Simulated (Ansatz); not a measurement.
Consider the ligand exchange at the Si–O bond: `[AlH2][O][SiH3]` + `NB(N)O` → `NB(N)O[SiH3]` + `[OH][AlH2]`.

Computed with Ansatz on PBE0-D4/def2-TZVP structures; ΔE is electronic, products minus reactants. CCSD(T)/CBS is the MP2 limit (def2-TZVPP, def2-QZVPP) plus CCSD(T) − MP2 in def2-TZVPP, frozen cores. This one scheme is used for every species. DFT in def2-TZVPP. B3LYP here is the variant with VWN-RPA as its local correlation; programs differ in this. HSE06 is defined as in plane-wave codes. Each species was taken in one conformer, which may not be the lowest.

```
             level  ΔE (kJ/mol)  difference from CCSD(T)/CBS
         r2SCAN-D4         11.2                         -0.8
          B3LYP-D4         11.1                         -0.9
        r2SCANh-D4         12.0                          0.0
        r2SCAN0-D4         13.1                          1.1
          BHLYP-D4         14.5                          2.5
      CAM-B3LYP-D4         12.2                          0.2
           ωB97M-V         11.7                         -0.3
               PBE         10.7                         -1.3
             HSE06         13.4                          1.4
         CAM-B3LYP         14.2                          2.2
RPA@PBE/def2-TZVPP         12.1                          0.1
     CCSD/def2-SVP         19.5                          7.5
CCSD(T)/def2-TZVPP         12.5                          0.5
    MP2/def2-QZVPP         12.2                          0.2
      HF/CBS(def2)         21.6                          9.6
    CCSD/CBS(def2)         13.7                          1.7
       CCSD(T)/CBS         12.0                            0
```

Largest T1 diagnostic among the species: 0.012.

From BLYP to BHLYP (50 % exact exchange), in def2-TZVPP and without D4, ΔE moves by +3.8 kJ/mol. Leaving LDA and LC-ωPBE aside and taking each functional with its dispersion term where it has one, the values, not all of them listed here, spread over 6.7 kJ/mol, from revPBE-D4 to BHLYP-D4. LDA lies −3.6 kJ/mol from PBE without D4.
